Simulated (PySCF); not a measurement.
Computed with PBE-D3(BJ)/def2-TZVP // PBE0-D4/def2-TZVP (PySCF). Isolated molecules, 0 K electronic values unless said otherwise. 

Reference species (SMILES): `B` (neutral, multiplicity 1).

HOMO: -8.47 eV
LUMO: -3.05 eV

Changed species: `OB` (1 of 3 H replaced by OH; the reference has 0 of 3 H replaced by OH).

### Question
Predict the effect on the HOMO and LUMO.

### Answer
the HOMO increases by 1.11 eV, to -7.36 eV; the LUMO goes up by 1.63 eV, to -1.42 eV.
